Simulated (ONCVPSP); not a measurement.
# Plane-wave convergence, ONCV potential for O (Z = 8)

```json
{
  "Element": "O (Z = 8)",
  "Generator": "ONCVPSP 4.0.1",
  "Type": "optimised norm-conserving Vanderbilt (ONCV)",
  "Functional": "PBE",
  "Relativity": "scalar-relativistic",
  "Frozen core": "none",
  "Valence charge": "8",
  "Reference configuration": "1s2 2s2 2p3.5 (charge +0.5)",
  "Partial waves": "1s+2s: rc 0.40 bohr, ncon 4, nbas 7, qcut 27 1/bohr, 2 projectors; 2p: rc 1.15 bohr, ncon 4, nbas 9, qcut 9.4 1/bohr, 2 projectors, debl 1.5 Ha",
  "Local potential": "polynomial inside 0.30 bohr (lpopt 4, dvloc0 0 Ha)",
  "Core correction": "none"
}
```

Question: For each optimised wave give the share of its norm inside rc, the residual kinetic energy above qcut (Ha) and the cutoffs (Ha) for errors of 10, 1, 0.1 and 0.01 mHa per electron.

Answer:

```tsv
wave	norm inside rc	residual KE	10 mHa	1 mHa	0.1 mHa	0.01 mHa
1s	0.936	3.7e-04	289.2	340.4	686.1	1031.3
2s	0.033	1.4e-04	238.6	311.2	375.8	880.6
2p	0.568	1.2e-04	29.0	37.0	46.0	190.8
p projector 2	0.147	1.5e-04	28.6	37.6	45.8	98.6
```

The occupied waves need 340 Ha and 686 Ha for 1 and 0.1 mHa. Its largest configuration-test error is +313 meV.
